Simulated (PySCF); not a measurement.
Computed structure and properties of [Gd(NH3)3]3+

System: [Gd(NH3)3]3+ (singlet in the valence; each metal's 4f electrons, 7 of them, lie in its core potential, out of spins and levels); start: displaced along the imaginary mode (C3). Method: PySCF 2.14.0, RKS PBE0, Gd lcecp-1-SVP with ECP53, N def2-SVP, H def2-SVP; non-relativistic Hamiltonian with scalar-relativistic core potentials where named; density fitting; no spin-orbit coupling.

Input of the relaxation:

```python
mol = gto.M(atom='''
Gd    -0.00000    -0.00000    -0.02203
N      2.43389     0.00094     0.06576
H      2.85905    -0.61595     0.80201
H      2.90949    -0.31934    -0.81477
H      2.88450     0.93458     0.25000
N     -1.21776     2.10734     0.06576
H     -0.89610     2.78398     0.80201
H     -1.17819     2.67937    -0.81477
H     -2.25161     2.03076     0.25000
N     -1.21613    -2.10828     0.06576
H     -1.96295    -2.16803     0.80201
H     -1.73131    -2.36002    -0.81477
H     -0.63288    -2.96534     0.25000''',
    basis={'Gd': 'lcecp-1-SVP', 'N': 'def2-SVP', 'H': 'def2-SVP'},
    ecp={'Gd': 'lcecp-1-SVP'},
    charge=3, spin=0)
mf = dft.RKS(mol, xc='PBE0')
mf.grids.atom_grid = (50, 194)  # f atoms: unpruned, at least (60, 302)
mf = mf.density_fit()  # fitting sets: Gd AutoAux, N def2-universal-JKFIT, H def2-universal-JKFIT
mf.conv_tol = 1e-08; mf.max_cycle = 55
mf.kernel(dm0)  # dm0: converged density of the start geometry
# quasi-Newton relaxation in Cartesian coordinates to a largest gradient under 0.00045 Eh/bohr, steps kept in the point group
```

Run from Python with OMP_NUM_THREADS=2; the lines above give its settings. Where DIIS fails, smearing, a level shift and second-order steps follow.
It took 83 s on 2 threads of Arm Neoverse V2, with other jobs on the host, from the converged density of the start.

Course of the relaxation:

```
step  energy above end (eV)  largest force component within the symmetry (eV/Å)
   0                 0.0769                                               0.619
   1                 0.0375                                               0.023
   2                 0.0370                                               0.023
   3                 0.0354                                               0.058
   4                 0.0335                                               0.255
   5                 0.0300                                               0.140
   6                 0.0220                                               0.074
   7                 0.0186                                               0.217
  10                 0.0044                                               0.096
  11                 0.0020                                               0.056
  12                 0.0007                                               0.034
  13                 0.0002                                               0.030
  14                 0.0001                                               0.011
  15                 0.0000                                               0.010
```
(The steps between are left out.)

Relaxed geometry (C3):

```xyz
13

Gd    0.0000    0.0000   -0.7408
N     2.2979   -0.0008    0.0337
H     2.5124   -0.6164    0.8397
H     2.9961   -0.3021   -0.6725
H     2.6700    0.9162    0.3417
N    -1.1482    1.9904    0.0337
H    -0.7224    2.4840    0.8397
H    -1.2365    2.7458   -0.6725
H    -2.1285    1.8542    0.3417
N    -1.1496   -1.9896    0.0337
H    -1.7900   -1.8676    0.8397
H    -1.7597   -2.4437   -0.6725
H    -0.5415   -2.7704    0.3417
```

```tsv
contact	Å
Gd1–N2 (NH3)	2.425
Gd1–N6 (NH3)	2.425
Gd1–N10 (NH3)	2.425
```

On the finer grid (75, 302):

```
HOMO                                                          : -24.54 eV
LUMO                                                          : -16.38 eV
Dipole about the centre of mass                               : 2.63 D
Set of Mulliken populations of Gd1 outside the core potential : s 2.23, p 6.15, d 0.74, f 0.03
D3(BJ) dispersion energy (not in the energies)                : -0.208 eV
```

| atom | Mulliken (e) | Löwdin (e) | spin (e) |
| --- | --- | --- | --- |
| Gd1 | 1.85 | 1.56 | 0.00 |
| N2 | -0.39 | -0.02 | 0.00 |
| H3 | 0.26 | 0.17 | 0.00 |
| H4 | 0.26 | 0.17 | 0.00 |
| H5 | 0.26 | 0.17 | 0.00 |
| N6 | -0.39 | -0.02 | 0.00 |
| H7 | 0.26 | 0.17 | 0.00 |
| H8 | 0.26 | 0.17 | 0.00 |
| H9 | 0.26 | 0.17 | 0.00 |
| N10 | -0.39 | -0.02 | 0.00 |
| H11 | 0.26 | 0.17 | 0.00 |
| H12 | 0.26 | 0.17 | 0.00 |
| H13 | 0.26 | 0.17 | 0.00 |

The 4f levels lie in the core potential and are missing. Their spin isn't counted.

On the grid (50, 194), as all that follows. Harmonic modes: 3 unstable but soft, so probably a saddle point, though modes this soft are near the noise (counted below −25 cm⁻¹); lowest -33 cm⁻¹ (negative: unstable), highest 3427 cm⁻¹, zero-point energy 3.083 eV.

Taking off one NH3 (charge 0, singlet; the rest: singlet) in vacuum, both parts rigid, costs 4.00 eV; the small basis without counterpoise inflates it. Parting with an electron moved from the ligand to the metal can be far cheaper, even downhill.

Rigid scan of NH3 along the line from its metal:

| distance to N2 (Å) | energy (eV) |
| --- | --- |
| 2.12 | 0.502 |
| 2.22 | 0.194 |
| 2.32 | 0.043 |
| 2.42 | 0.000 |
| 2.52 | 0.033 |
| 2.62 | 0.117 |
| 2.82 | 0.372 |

One start shape was tried, so this needn't be the lowest isomer.

An lcecp potential fixes the number of 4f electrons, so in runs with it no electron can move into or out of that shell.
